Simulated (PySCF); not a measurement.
Compound: C6H10N2SSi.
Atom-mapped SMILES: `[CH2:1]=[CH:2][c:3]1[nH:4][n:5][c:6]([S:7][SiH3:8])[c:9]1[CH3:10]`

Geometry (GFN2-xTB, Å), atoms numbered from 1 in this order:
```
atom  x, y, z in Å
C1    -3.3112   -0.5309   -0.4836
C2    -2.2409   -0.1958   -1.1966
C3    -0.8988   -0.0378   -0.6970
N4     0.1110    0.2934   -1.5473
N5     1.2861    0.4031   -0.9226
C6     1.0361    0.1417    0.3526
S7     2.3513    0.1969    1.4790
Si8    3.7795    0.7402   -0.0537
C9    -0.3248   -0.1456    0.5681
C10   -0.9383   -0.4756    1.8801
H11   -3.2644   -0.7240    0.5717
H12   -4.2785   -0.6222   -0.9466
H13   -2.3444   -0.0145   -2.2607
H14    0.0492    0.4443   -2.5411
H15    4.9985    0.8404    0.7459
H16    3.3863    2.0302   -0.5921
H17    3.8578   -0.3537   -1.0054
H18   -1.7161    0.2437    2.1350
H19   -1.3768   -1.4731    1.8649
H20   -0.1670   -0.4458    2.6464
```

NICS = −σ at a ghost point: NICS(0) at the centroid of the ring atoms, NICS(1) 1 Å to either side along the normal of their mean plane, zz for the tensor component along that normal. Level: GIAO PBE0/pcSseg-1 (PySCF, non-relativistic, gas phase) on the GFN2-xTB geometry, one conformer.

Ring bond lengths (Å), with Mayer bond orders in brackets: C3–N4 1.361 (1.00), N4–N5 1.335 (1.25), N5–C6 1.325 (1.35), C6–C9 1.408 (1.29), C9–C3 1.393 (1.30).

Q: What do the NICS probes read (ppm)?

A: 
```csv
ring,type,NICS(0),"NICS(1), two faces","NICS(1)zz, two faces",rms pucker (Å),"centre to ring atoms, mean (Å)"
C3–N4–N5–C6–C9,5-membered ring with 2 N; formal bonds all aromatic,-12.1,-10.9 / -10.8,-25.6 / -25.6,0.00,1.16
```

Q: What can be read from them?

A: 
- C3–N4–N5–C6–C9: mean NICS(1)zz -25.6 ppm, shielded. For a flat ring without four-coordinate atoms the NICS criterion counts such a value as aromatic.

Q: What does the geometric index give? HOMA = 1 − mean of α(R − Ropt)² over the ring bonds, with Krygowski's 1993 parameters (CC: Ropt 1.388 Å, α 257.7 Å⁻²; CN: Ropt 1.334 Å, α 93.52 Å⁻²; NN: Ropt 1.309 Å, α 130.33 Å⁻²).

A: 
- C3–N4–N5–C6–C9: HOMA 0.95; the largest term is that of C6–C9, α(R − Ropt)² = 0.10. The geometric and the magnetic index point the same way.

Q: Give the inner angles of the rings and the Hirshfeld charges of the ring atoms.

A: 
- C3–N4–N5–C6–C9: C3 106.3° (+0.027 e), N4 112.4° (-0.019 e), N5 105.5° (-0.122 e), C6 111.7° (-0.001 e), C9 104.1° (-0.038 e); sum 540.0° against 540° for a flat convex ring.

Q: What are the shieldings of the ring atoms and their hydrogens in the same run (means over atoms taken as equivalent)?

A: 
```csv
atoms,environment,σ isotropic (ppm)
C3,substituted aromatic carbon,43.8
N4,pyrrole-type nitrogen,50.5
N5,pyridine-type nitrogen,-51.6
C6,substituted aromatic carbon,32.0
C9,substituted aromatic carbon,69.5
H14,N–H hydrogen,22.87
```
